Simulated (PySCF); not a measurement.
F₂Mg, triplet, at a GFN2-xTB geometry (such geometries of metal compounds can be far from the true shape) (a higher spin typed on purpose: for a closed-shell molecule this is an excited state); HF/6-31G run with PySCF.

The PySCF input:
```python
from pyscf import gto, scf

mol = gto.M(
    atom='''
Mg    0.00000000    0.00000000    0.00000000
F     0.00000000    0.00000000    1.86475130
F    -0.00000000   -0.00000000   -1.86475130
''',
    basis='6-31g',
    spin=2,
    verbose=4,
)

mf = scf.UHF(mol)
mf.kernel()
```

It wrote (shortened):

```
PySCF version 2.14.0

[INPUT] verbose = 4
[INPUT] num. atoms = 3
[INPUT] num. electrons = 30
[INPUT] charge = 0
[INPUT] spin (= nelec alpha-beta = 2S) = 2
[INPUT] symmetry False subgroup None
[INPUT] Mole.unit = angstrom
[INPUT] Symbol           X                Y                Z      unit          X                Y                Z       unit  Magmom
[INPUT]  1 Mg     0.000000000000   0.000000000000   0.000000000000 AA    0.000000000000   0.000000000000   0.000000000000 Bohr   0.0
[INPUT]  2 F      0.000000000000   0.000000000000   1.864751300000 AA    0.000000000000   0.000000000000   3.523869247427 Bohr   0.0
[INPUT]  3 F      0.000000000000   0.000000000000  -1.864751300000 AA    0.000000000000   0.000000000000  -3.523869247427 Bohr   0.0

nuclear repulsion = 72.7893068641271
number of shells = 17
number of NR pGTOs = 90
number of NR cGTOs = 31
basis = 6-31g
ecp = {}

******** <class 'pyscf.scf.uhf.UHF'> ********
method = UHF
initial guess = minao
damping factor = 0
level_shift factor = 0
DIIS = <class 'pyscf.scf.diis.CDIIS'>
diis_start_cycle = 1
diis_space = 8
diis_damp = 0
SCF conv_tol = 1e-09
SCF conv_tol_grad = None
SCF max_cycles = 50
direct_scf = True
direct_scf_tol = 1e-13
number electrons alpha = 16  beta = 14
Set gradient conv threshold to 3.16228e-05
init E= -398.068799759206

cycle= 1 E= -398.260253075705  delta_E= -0.191  |g|= 0.247  |ddm|= 1.16
cycle= 2 E= -398.290331125517  delta_E= -0.0301  |g|= 0.131  |ddm|= 0.278
cycle= 3 E= -398.296939325332  delta_E= -0.00661  |g|= 0.0315  |ddm|= 0.0856
cycle= 4 E= -398.298874688014  delta_E= -0.00194  |g|= 0.0112  |ddm|= 0.0716
cycle= 5 E= -398.2991436682  delta_E= -0.000269  |g|= 0.00167  |ddm|= 0.0324
cycle= 6 E= -398.299149250374  delta_E= -5.58e-06  |g|= 0.000415  |ddm|= 0.00481
cycle= 7 E= -398.299149506861  delta_E= -2.56e-07  |g|= 0.000121  |ddm|= 0.00145
cycle= 8 E= -398.299149528182  delta_E= -2.13e-08  |g|= 1.89e-05  |ddm|= 0.000402
cycle= 9 E= -398.29914952882  delta_E= -6.38e-10  |g|= 3.98e-06  |ddm|= 4.41e-05
Extra cycle  E= -398.29914952884  delta_E= -1.98e-11  |g|= 1.64e-06  |ddm|= 1.02e-05
converged SCF energy = -398.29914952884  <S^2> = 2.0725276  2S+1 = 3.0479682
```
